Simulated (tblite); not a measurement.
C4H4BrN3.
Bonds: C1–C2, C2–N3 (aromatic), N3–N4 (aromatic), N4–N5 (aromatic), N5–C6 (aromatic), C6–C7 (aromatic), C7–Br8, C2–C7 (aromatic). Hydrogens: H9, H10, H11 on C1; H12 on C6.

Computed with GFN2-xTB (tblite), gas phase: L-BFGS steps from a force-field or distance-geometry start until the largest atomic force falls under 0.01 eV/Å.

Geometry at step 4:
```
atom  x, y, z in Å
C1     -1.8306   -0.0570    0.0036
C2     -0.3818   -0.3478   -0.0556
N3      0.0825   -1.5862   -0.1989
N4      1.3466   -1.8290   -0.2177
N5      2.2473   -0.9199   -0.1122
C6      1.8883    0.3447    0.0356
C7      0.5528    0.6838    0.0639
Br8     0.0468    2.5083    0.2837
H9     -1.9883    0.8763    0.5292
H10    -2.2413    0.0702   -0.9916
H11    -2.3670   -0.8462    0.5044
H12     2.6458    1.1022    0.1295
```

**Question.** Give the atomic forces at this geometry.

**Answer.** 
```tsv
atom	Fx (eV/Å)	Fy (eV/Å)	Fz (eV/Å)
C1	-0.050	-0.034	0.011
C2	0.065	0.182	0.039
N3	0.028	0.072	0.065
N4	-0.049	-0.243	-0.111
N5	-0.025	-0.093	0.054
C6	0.005	0.067	-0.058
C7	-0.106	0.299	0.044
Br8	0.049	0.119	-0.017
H9	-0.103	0.116	0.166
H10	-0.011	-0.118	-0.228
H11	-0.112	-0.323	0.035
H12	0.307	-0.044	-0.001
```

The largest, 0.34 eV/Å, acts on H11; the rms over all components is 0.129 eV/Å. The forces sum to zero within rounding, as they must for an isolated molecule in no field.

**Question.** Give the force on H11 in Eh/bohr and in nN.

**Answer.** 0.344 eV/Å ÷ 51.422 = 0.00668 Eh/bohr, and 0.344 eV/Å × 1.602 = 0.55 nN.

**Question.** How far is this geometry from the end of the optimisation?

**Answer.** 0.077 eV above it, and 0.286 Å rms away after alignment. The bonds farthest from their final lengths, with half the difference of the two atoms' forces along the bond (positive lengthens):

```csv
bond,now (Å),final (Å),force along bond (eV/Å)
C1–H11,1.078,1.086,+0.13
C6–C7,1.378,1.386,+0.08
C1–H9,1.083,1.090,+0.11
C1–H10,1.084,1.090,+0.10
C6–H12,1.075,1.081,+0.07
C1–C2,1.479,1.484,+0.03
```

The angle farthest from its final value is C1–C2–N3, 122.0° against 118.2°.
